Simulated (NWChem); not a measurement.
System: CClF2, doublet; SMILES F[C](F)Cl

Results from NWChem. Spin-unrestricted. Medium grid unless said otherwise, to which SCAN and Minnesota functionals are sensitive. In the optimisation the excess spin sits in a' (Cs, its own frame). The geometry was optimised at B3LYP/6-31G* (spherical d), spin-unrestricted. No stability test was run on the SCF state. B3LYP is NWChem's, with the RPA form of VWN correlation. Total energies of different functionals are on different scales.

```
level                                  energy (Ha)  highest occupied level (eV)  lowest empty minus highest occupied level, either spin (eV)  dipole (D)   <S²>
-------------------------------------  -----------  ---------------------------  -----------------------------------------------------------  ----------  -----
B3LYP/def2-TZVP                          -698.0537                        -7.25                                                         4.19        0.31  0.753
PBE/def2-TZVP                            -697.6269                        -5.84                                                         2.11        0.17  0.752
M05-2X/def2-TZVP                         -698.0027                        -9.14                                                         7.34        0.40  0.754
HCTH/407/def2-TZVP                       -698.0456                        -6.15                                                         2.30        0.19  0.753
LDA (Slater exchange, PW92)/def2-TZVP    -694.9506                        -5.84                                                         1.58        0.24  0.751
PBE0/def2-TZVP                           -697.6579                        -7.56                                                         5.03        0.27  0.753
revPBE/def2-TZVP                         -697.8843                        -5.79                                                         2.20        0.14  0.752
B97-2/def2-TZVP                          -698.0011                        -7.18                                                         4.24        0.25  0.753
RPBE/def2-TZVP                           -697.9765                        -5.80                                                         2.21        0.14  0.752
B97-D/def2-TZVP                          -697.9446                        -5.90                                                         2.14        0.17  0.753
```
